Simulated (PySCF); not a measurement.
SMILES [OH][Hf]([Cl])([Cl])[Cl] (PBE0/def2-SVP optimised geometry):

```
6

Hf    -0.771    -1.102     0.000
Cl    -1.576     1.102     0.000
Cl    -1.580    -2.248     1.881
Cl     1.576    -1.102     0.000
O     -1.377    -1.978    -1.557
H     -1.683    -2.422    -2.347
```

Computed with PBE0/def2-TZVP, def2 effective core potentials past Kr run with PySCF 2.14.0.

### Question
What are the frontier orbital energies and the dipole moment?

### Answer
HOMO-2 -9.45 eV, HOMO-1 -9.45 eV, HOMO -9.31 eV, LUMO -1.49 eV, LUMO+1 -1.49 eV; dipole moment 2.86 D.

On the same geometry PBE/def2-TZVP, def2 effective core potentials past Kr in PySCF 2.14.0 gives HOMO-2 -8.00 eV, HOMO-1 -8.00 eV, HOMO -7.91 eV, LUMO -2.29 eV, LUMO+1 -2.29 eV; dipole moment 2.84 D.
